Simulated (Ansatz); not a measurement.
Nudged elastic band run: C2H8AsNO2

The input (input.yaml):

```yaml
crystal:
  periodic: [false, false, false]
  atoms:
    - { symbol: O, position_ang: [-0.324271, -2.705606, 1.02224] }
    - { symbol: C, position_ang: [0.321143, -1.934839, 0.08404] }
    - { symbol: O, position_ang: [0.106231, -0.589828, 0.364061] }
    - { symbol: C, position_ang: [0.698538, 0.302368, -0.54817] }
    - { symbol: "N", position_ang: [0.4024, 1.653029, -0.215901] }
    - { symbol: As, position_ang: [-1.360477, 2.180884, -0.353318] }
    - { symbol: H, position_ang: [-1.241774, -2.4756, 1.037474] }
    - { symbol: H, position_ang: [-0.030913, -2.157832, -0.921924] }
    - { symbol: H, position_ang: [1.374645, -2.179754, 0.148588] }
    - { symbol: H, position_ang: [1.774734, 0.161709, -0.542237] }
    - { symbol: H, position_ang: [0.334807, 0.092025, -1.548889] }
    - { symbol: H, position_ang: [0.852456, 1.924517, 0.633784] }
    - { symbol: H, position_ang: [-1.098446, 3.663945, -0.216743] }
    - { symbol: H, position_ang: [-1.822173, 2.035683, 1.085996] }
basis:
  gaussian: { orbitals: def2-mTZVP }
hamiltonian:
  xc: hf
neb:
  order_check: false
  images: 7
  f_tol: 0.05
  max_iterations: 37
  final_atoms:
    - { symbol: O, position_ang: [-0.314186, -2.66221768, 0.96853879] }
    - { symbol: C, position_ang: [0.21137273, -1.82681586, 0.01055573] }
    - { symbol: O, position_ang: [0.19508382, -0.5195704, 0.4812077] }
    - { symbol: C, position_ang: [0.71046272, 0.431432, -0.41492881] }
    - { symbol: "N", position_ang: [0.61887128, 1.74826861, 0.11331573] }
    - { symbol: As, position_ang: [-0.98414988, 2.62382359, 0.3269032] }
    - { symbol: H, position_ang: [-1.17817573, -2.35878046, 1.20694801] }
    - { symbol: H, position_ang: [-0.35294801, -1.8866577, -0.91923504] }
    - { symbol: H, position_ang: [1.22561516, -2.16113038, -0.17409001] }
    - { symbol: H, position_ang: [1.75230697, 0.20025515, -0.61785372] }
    - { symbol: H, position_ang: [0.16649078, 0.38635558, -1.35272284] }
    - { symbol: H, position_ang: [1.21693192, 1.87249795, 0.90358501] }
    - { symbol: H, position_ang: [-1.3650059, 2.65682482, -1.13798612] }
    - { symbol: H, position_ang: [-1.91576986, 1.46641579, 0.63476338] }
  initial_path:
    images:
      - { positions_ang: [[-0.324271, -2.705606, 1.02224], [0.321143, -1.934839, 0.08404], [0.106231, -0.589828, 0.364061], [0.698538, 0.302368, -0.54817], [0.4024, 1.653029, -0.215901], [-1.360477, 2.180884, -0.353318], [-1.241774, -2.4756, 1.037474], [-0.030913, -2.157832, -0.921924], [1.374645, -2.179754, 0.148588], [1.774734, 0.161709, -0.542237], [0.334807, 0.092025, -1.548889], [0.852456, 1.924517, 0.633784], [-1.098446, 3.663945, -0.216743], [-1.822173, 2.035683, 1.085996]] }
      - { positions_ang: [[-0.32694205, -2.72639634, 1.02183673], [0.28991283, -1.91514943, 0.09016273], [0.09604013, -0.57597601, 0.42397439], [0.71779623, 0.31984119, -0.48795319], [0.44300447, 1.66949297, -0.11248374], [-1.3368666, 2.20284258, -0.23959112], [-1.26312494, -2.49052612, 1.03468255], [-0.09262995, -2.1010522, -0.91323422], [1.35042108, -2.1674525, 0.11821531], [1.77976347, 0.15503133, -0.49804719], [0.30870826, 0.1421505, -1.48243376], [0.91891475, 2.03454849, 0.37272634], [-1.07080472, 3.6843308, -0.24525466], [-1.82729295, 1.73901576, 0.94640084]] }
      - { positions_ang: [[-0.32961311, -2.74718669, 1.02143345], [0.25868265, -1.89545986, 0.09628546], [0.08584926, -0.56212401, 0.48388779], [0.73705446, 0.33731438, -0.42773638], [0.48360894, 1.68595694, -0.00906648], [-1.3132562, 2.22480115, -0.12586424], [-1.28447588, -2.50545225, 1.03189109], [-0.15434689, -2.04427241, -0.90454445], [1.32619717, -2.155151, 0.08784263], [1.78479294, 0.14835365, -0.45385737], [0.28260952, 0.19227599, -1.41597852], [0.9853735, 2.14457997, 0.11166868], [-1.04316344, 3.7047166, -0.27376633], [-1.83241291, 1.44234851, 0.80680567]] }
      - { positions_ang: [[-0.33228416, -2.76797703, 1.02103018], [0.22745248, -1.87577029, 0.10240819], [0.07565839, -0.54827202, 0.54380118], [0.75631269, 0.35478757, -0.36751958], [0.5242134, 1.70242091, 0.09435077], [-1.2896458, 2.24675973, -0.01213736], [-1.30582682, -2.52037837, 1.02909964], [-0.21606384, -1.98749261, -0.89585467], [1.30197325, -2.1428495, 0.05746994], [1.7898224, 0.14167598, -0.40966756], [0.25651078, 0.24240149, -1.34952328], [1.05183224, 2.25461146, -0.14938898], [-1.01552216, 3.72510241, -0.30227799], [-1.83753286, 1.14568127, 0.66721051]] }
      - { positions_ang: [[-0.33495522, -2.78876738, 1.02062691], [0.19622231, -1.85608071, 0.10853093], [0.06546752, -0.53442002, 0.60371457], [0.77557092, 0.37226076, -0.30730277], [0.56481787, 1.71888488, 0.19776803], [-1.26603541, 2.26871831, 0.10158952], [-1.32717776, -2.53530449, 1.02630818], [-0.27778079, -1.93071281, -0.8871649], [1.27774933, -2.130548, 0.02709725], [1.79485187, 0.13499831, -0.36547774], [0.23041204, 0.29252699, -1.28306804], [1.11829099, 2.36464294, -0.41044664], [-0.98788088, 3.74548821, -0.33078965], [-1.84265281, 0.84901403, 0.52761535]] }
      - { positions_ang: [[-0.32976291, -2.75712995, 1.00760488], [0.20000992, -1.8487645, 0.08403713], [0.09787159, -0.53070762, 0.57308785], [0.75929387, 0.38705357, -0.33420928], [0.57833123, 1.72623081, 0.17665496], [-1.19556402, 2.35749463, 0.15791794], [-1.28992725, -2.49117348, 1.07146814], [-0.29657259, -1.91969903, -0.89518244], [1.26471579, -2.13819359, -0.02319956], [1.78421565, 0.15131252, -0.42857174], [0.21443173, 0.31598413, -1.30048174], [1.14295122, 2.24160669, -0.08193873], [-1.08216213, 3.47332236, -0.53258877], [-1.86093207, 1.00336447, 0.55440235]] }
      - { positions_ang: [[-0.32457061, -2.72549253, 0.99458285], [0.20379752, -1.84144829, 0.05954333], [0.13027567, -0.52699521, 0.54246114], [0.74301682, 0.40184638, -0.36111579], [0.59184458, 1.73357674, 0.15554188], [-1.12509264, 2.44627095, 0.21424636], [-1.25267675, -2.44704248, 1.1166281], [-0.3153644, -1.90868526, -0.90319997], [1.25168224, -2.14583919, -0.07349638], [1.77357942, 0.16762673, -0.49166573], [0.19845141, 0.33944128, -1.31789544], [1.16761146, 2.11857044, 0.24656918], [-1.17644339, 3.20115651, -0.73438789], [-1.87921134, 1.15771491, 0.58118936]] }
      - { positions_ang: [[-0.31937831, -2.69385511, 0.98156082], [0.20758513, -1.83413208, 0.03504953], [0.16267974, -0.5232828, 0.51183442], [0.72673977, 0.41663919, -0.3880223], [0.60535793, 1.74092268, 0.13442881], [-1.05462126, 2.53504727, 0.27057478], [-1.21542624, -2.40291147, 1.16178805], [-0.33415621, -1.89767148, -0.91121751], [1.2386487, -2.15348479, -0.1237932], [1.76294319, 0.18394094, -0.55475973], [0.1824711, 0.36289843, -1.33530914], [1.19227169, 1.9955342, 0.5750771], [-1.27072464, 2.92899067, -0.93618701], [-1.8974906, 1.31206535, 0.60797637]] }
      - { positions_ang: [[-0.314186, -2.66221768, 0.96853879], [0.21137273, -1.82681586, 0.01055573], [0.19508382, -0.5195704, 0.4812077], [0.71046272, 0.431432, -0.41492881], [0.61887128, 1.74826861, 0.11331573], [-0.98414988, 2.62382359, 0.3269032], [-1.17817573, -2.35878046, 1.20694801], [-0.35294801, -1.8866577, -0.91923504], [1.22561516, -2.16113038, -0.17409001], [1.75230697, 0.20025515, -0.61785372], [0.16649078, 0.38635558, -1.35272284], [1.21693192, 1.87249795, 0.90358501], [-1.3650059, 2.65682482, -1.13798612], [-1.91576986, 1.46641579, 0.63476338]] }
```

Run as:

```bash
$ ansatz run input.yaml --threads 2 --pin off --max-ram 3072MiB --backend cpu --events-out ev --progress --plain --runs-dir out
```

Output, in part (warnings, iteration lines, the closing report on the highest movable image, with atoms numbered from 0):

```
NEB end point (image 0): max|allowed force component| = 1.427e-2 eV/Å (the criterion of neb.relax_end_points is 1.000e-2)
NEB end point (image 8): max|allowed force component| = 5.436e-3 eV/Å (the criterion of neb.relax_end_points is 1.000e-2)
NEB iter   1: max|band force component| = 3.589e1 eV/Å  barrier→ = 7.5608 eV  barrier← = 7.5522 eV  Δτ_max = 0.2000 Å  (359 SCF iters)
NEB iter   2: max|band force component| = 5.061e0 eV/Å  barrier→ = 3.2278 eV  barrier← = 3.2192 eV  Δτ_max = 0.2000 Å  (270 SCF iters)
NEB iter   3: max|band force component| = 1.529e0 eV/Å  barrier→ = 2.8910 eV  barrier← = 2.8825 eV  Δτ_max = 0.1616 Å  (273 SCF iters)
NEB iter   4: max|band force component| = 5.973e-1 eV/Å  barrier→ = 2.7119 eV  barrier← = 2.7034 eV  Δτ_max = 0.1950 Å  (272 SCF iters)
NEB iter   5: max|band force component| = 6.629e-1 eV/Å  barrier→ = 2.3577 eV  barrier← = 2.3492 eV  Δτ_max = 0.1006 Å  (276 SCF iters)
NEB iter   6: max|band force component| = 6.292e-1 eV/Å  barrier→ = 1.9662 eV  barrier← = 1.9576 eV  Δτ_max = 0.1007 Å  (271 SCF iters)
NEB iter   7: max|band force component| = 3.979e0 eV/Å  barrier→ = 1.6503 eV  barrier← = 1.6417 eV  CI = image 4  Δτ_max = 0.0954 Å  (273 SCF iters)
NEB iter   8: max|band force component| = 3.361e0 eV/Å  barrier→ = 1.9842 eV  barrier← = 1.9757 eV  CI = image 4  Δτ_max = 0.1702 Å  (277 SCF iters)
NEB iter   9: max|band force component| = 1.998e0 eV/Å  barrier→ = 2.7237 eV  barrier← = 2.7151 eV  CI = image 4  Δτ_max = 0.1998 Å  (273 SCF iters)
NEB iter  10: max|band force component| = 1.354e0 eV/Å  barrier→ = 2.8062 eV  barrier← = 2.7976 eV  CI = image 4  Δτ_max = 0.1996 Å  (267 SCF iters)
NEB iter  11: max|band force component| = 1.029e0 eV/Å  barrier→ = 2.7327 eV  barrier← = 2.7242 eV  CI = image 4  Δτ_max = 0.1989 Å  (267 SCF iters)
NEB iter  12: max|band force component| = 5.859e-1 eV/Å  barrier→ = 2.6761 eV  barrier← = 2.6675 eV  CI = image 4  Δτ_max = 0.1999 Å  (268 SCF iters)
NEB iter  13: max|band force component| = 3.575e-1 eV/Å  barrier→ = 2.5931 eV  barrier← = 2.5845 eV  CI = image 4  Δτ_max = 0.1980 Å  (269 SCF iters)
NEB iter  14: max|band force component| = 4.243e-1 eV/Å  barrier→ = 2.5084 eV  barrier← = 2.4998 eV  CI = image 4  Δτ_max = 0.0997 Å  (265 SCF iters)
NEB iter  15: max|band force component| = 4.996e-1 eV/Å  barrier→ = 2.4702 eV  barrier← = 2.4617 eV  CI = image 4  Δτ_max = 0.1001 Å  (268 SCF iters)
NEB iter  16: max|band force component| = 5.671e-1 eV/Å  barrier→ = 2.4339 eV  barrier← = 2.4253 eV  CI = image 4  Δτ_max = 0.1002 Å  (270 SCF iters)
NEB iter  17: max|band force component| = 5.733e-1 eV/Å  barrier→ = 2.3998 eV  barrier← = 2.3913 eV  CI = image 4  Δτ_max = 0.2000 Å  (273 SCF iters)
NEB iter  18: max|band force component| = 3.373e-1 eV/Å  barrier→ = 2.3515 eV  barrier← = 2.3429 eV  CI = image 4  Δτ_max = 0.0741 Å  (263 SCF iters)
NEB iter  19: max|band force component| = 1.549e-1 eV/Å  barrier→ = 2.3369 eV  barrier← = 2.3283 eV  CI = image 4  Δτ_max = 0.1682 Å  (270 SCF iters)
NEB iter  20: max|band force component| = 2.482e-1 eV/Å  barrier→ = 2.3107 eV  barrier← = 2.3022 eV  CI = image 4  Δτ_max = 0.0853 Å  (263 SCF iters)
NEB iter  21: max|band force component| = 3.395e-1 eV/Å  barrier→ = 2.2956 eV  barrier← = 2.2871 eV  CI = image 4  Δτ_max = 0.0852 Å  (270 SCF iters)
NEB iter  22: max|band force component| = 3.870e-1 eV/Å  barrier→ = 2.2724 eV  barrier← = 2.2639 eV  CI = image 4  Δτ_max = 0.0851 Å  (272 SCF iters)
NEB iter  23: max|band force component| = 3.760e-1 eV/Å  barrier→ = 2.2397 eV  barrier← = 2.2311 eV  CI = image 4  Δτ_max = 0.0850 Å  (270 SCF iters)
NEB iter  24: max|band force component| = 3.254e-1 eV/Å  barrier→ = 2.2102 eV  barrier← = 2.2017 eV  CI = image 4  Δτ_max = 0.0851 Å  (269 SCF iters)
NEB iter  25: max|band force component| = 2.970e-1 eV/Å  barrier→ = 2.1879 eV  barrier← = 2.1794 eV  CI = image 4  Δτ_max = 0.0849 Å  (272 SCF iters)
NEB iter  26: max|band force component| = 2.502e-1 eV/Å  barrier→ = 2.1724 eV  barrier← = 2.1638 eV  CI = image 4  Δτ_max = 0.0849 Å  (272 SCF iters)
NEB iter  27: max|band force component| = 2.471e-1 eV/Å  barrier→ = 2.1668 eV  barrier← = 2.1582 eV  CI = image 4  Δτ_max = 0.0484 Å  (270 SCF iters)
NEB iter  28: max|band force component| = 7.323e-2 eV/Å  barrier→ = 2.1654 eV  barrier← = 2.1568 eV  CI = image 4  Δτ_max = 0.0248 Å  (275 SCF iters)
NEB iter  29: max|band force component| = 4.796e-2 eV/Å  barrier→ = 2.1647 eV  barrier← = 2.1561 eV  CI = image 4  Δτ_max = 0.0000 Å  (717 SCF iters)
Total energy: -68538.43483831 eV, -2518.7410232883 hartree
Atom 0 at    -0.326184    -2.691542     0.985077 Å, force     0.007397     0.012025    -0.002572 eV/Å
Atom 1 at     0.270459    -1.909031     0.024440 Å, force     0.009024    -0.013663     0.006059 eV/Å
Atom 2 at     0.285647    -0.586447     0.455240 Å, force    -0.012244     0.032116    -0.014222 eV/Å
Atom 3 at     0.781411     0.334890    -0.478926 Å, force    -0.009525    -0.040242     0.009289 eV/Å
Atom 4 at     0.555860     1.675538    -0.047990 Å, force     0.007025    -0.010004     0.008349 eV/Å
Atom 5 at    -1.127659     2.306320     0.069502 Å, force    -0.021899    -0.035207    -0.047289 eV/Å
Atom 6 at    -1.190088    -2.352101     1.168911 Å, force    -0.000961    -0.008368    -0.001907 eV/Å
Atom 7 at    -0.258375    -1.973853    -0.924658 Å, force     0.000908    -0.001286     0.001091 eV/Å
Atom 8 at     1.276924    -2.288116    -0.106727 Å, force     0.001365     0.005668    -0.001572 eV/Å
Atom 9 at     1.851325     0.190080    -0.596377 Å, force     0.002063     0.000558    -0.004173 eV/Å
Atom 10 at     0.300280     0.186829    -1.437115 Å, force    -0.002365     0.008604    -0.001211 eV/Å
Atom 11 at     1.127563     1.922029     0.730356 Å, force     0.003670     0.012392     0.013088 eV/Å
Atom 12 at    -1.469736     3.397358    -0.844624 Å, force     0.007856     0.018548     0.018857 eV/Å
Atom 13 at    -2.090525     1.758747     1.031890 Å, force     0.007686     0.018858     0.016213 eV/Å
Dipole moment:    -0.038883     0.092956    -0.232631 e Å
```

It converged. Neighbouring images differ by up to 1.3 eV, so the band resolves the path poorly. A vibrational analysis at the climbing image gives one clearly imaginary mode, 1210i cm⁻¹: a first-order saddle point.

Final band (atoms are numbered from 1 in the order of the input):

| image | path coordinate (Å) | energy (eV) | height of As6 over the plane of its neighbours (Å) |
| --- | --- | --- | --- |
| 0 | 0.00 | 0.00 | -0.81 |
| 1 | 0.41 | 0.01 | -0.80 |
| 2 | 0.81 | 0.10 | -0.74 |
| 3 | 1.22 | 0.86 | -0.45 |
| 4 | 1.62 | 2.16 | 0.00 |
| 5 | 2.00 | 1.01 | 0.41 |
| 6 | 2.37 | 0.18 | 0.70 |
| 7 | 2.74 | 0.03 | 0.78 |
| 8 | 3.11 | 0.01 | 0.81 |

Run time: 17 min on 2 threads of Arm Neoverse V1, on a shared host, peak memory 0.51 GiB.
